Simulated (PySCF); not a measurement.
## Computed structure and properties of SmF2

System: SmF2 (singlet in the valence; each metal's 4f electrons, 6 of them, lie in its core potential, out of spins and levels); start: template (C2v). Method: PySCF 2.14.0, RKS PBE0, Sm lcecp-0-SVP with ECP52, F def2-SVP; non-relativistic Hamiltonian with scalar-relativistic core potentials where named; density fitting; no spin-orbit coupling.

Input of the relaxation:

```python
mol = gto.M(atom='''
Sm     0.00000     0.00000    -0.18539
F      2.07040    -0.00000     0.74121
F     -2.07040     0.00000     0.74121''',
    basis={'Sm': 'lcecp-0-SVP', 'F': 'def2-SVP'},
    ecp={'Sm': 'lcecp-0-SVP'},
    charge=0, spin=0)
mf = dft.RKS(mol, xc='PBE0')
mf.grids.atom_grid = (50, 194)  # f atoms: unpruned, at least (60, 302)
mf = mf.density_fit()  # fitting sets: Sm AutoAux, F def2-universal-JKFIT
mf.conv_tol = 1e-08; mf.max_cycle = 55
mf.kernel(dm0)  # dm0: converged density of the start geometry
# quasi-Newton relaxation in Cartesian coordinates to a largest gradient under 0.00045 Eh/bohr, steps kept in the point group
```

Run from Python with OMP_NUM_THREADS=2; the lines above give its settings. Where DIIS fails, smearing, a level shift and second-order steps follow.
It took 10 s on 2 threads of Arm Neoverse V1 (shared host), from the converged density of the start.

Course of the relaxation:

```
step  energy above end (eV)  largest force component within the symmetry (eV/Å)
   0                 0.2620                                               1.522
   1                 0.0673                                               0.742
   2                 0.0204                                               0.407
   3                 0.0106                                               0.148
   4                 0.0028                                               0.126
   5                 0.0006                                               0.082
   6                 0.0000                                               0.007
   7                 0.0000                                               0.000
```

Relaxed geometry (C2v):

```xyz
3

Sm    0.0000    0.0000   -0.2749
F     1.8453    0.0000    0.7860
F    -1.8453    0.0000    0.7860
```

```
   contact      Å
Sm1–F2 (F)  2.128
Sm1–F3 (F)  2.128
```

On the finer grid (75, 302):

```json
{"HOMO": "not given (4f levels lie in the core)", "LUMO": "not given (4f levels lie in the core)", "Dipole about the centre of mass": "6.39 D", "Set of Mulliken populations of Sm1 outside the core potential": "s 2.07, p 6.11, d 0.72, f 0.05", "D3(BJ) dispersion energy (not in the energies)": "-0.023 eV"}
```

| atom | Mulliken (e) | Löwdin (e) | spin (e) |
| --- | --- | --- | --- |
| Sm1 | 1.05 | 0.88 | 0.00 |
| F2 | -0.52 | -0.44 | 0.00 |
| F3 | -0.52 | -0.44 | 0.00 |

The 4f levels lie in the core potential and are missing. Their spin isn't counted.

On the grid (50, 194), as all that follows. Harmonic modes: a minimum; lowest 96 cm⁻¹ (negative: unstable), highest 508 cm⁻¹, zero-point energy 0.068 eV.

Taking off one F (charge -1, singlet; the rest: singlet) in vacuum, both parts rigid, costs 9.76 eV; the small basis without counterpoise inflates it. Most of it is the attraction of opposite charges; other ways to part are cheaper, and one spin state was tried for the rest.

Rigid scan of F along the line from its metal:

(distance to F2 (Å), energy (eV)): (1.83, 1.119), (1.93, 0.425), (2.03, 0.091), (2.13, 0.000), (2.23, 0.068), (2.33, 0.237), (2.53, 0.732), (2.83, 1.578), (3.23, 2.611), (3.73, 3.639)

One start shape was tried, so this needn't be the lowest isomer.

An lcecp potential fixes the number of 4f electrons, so in runs with it no electron can move into or out of that shell.
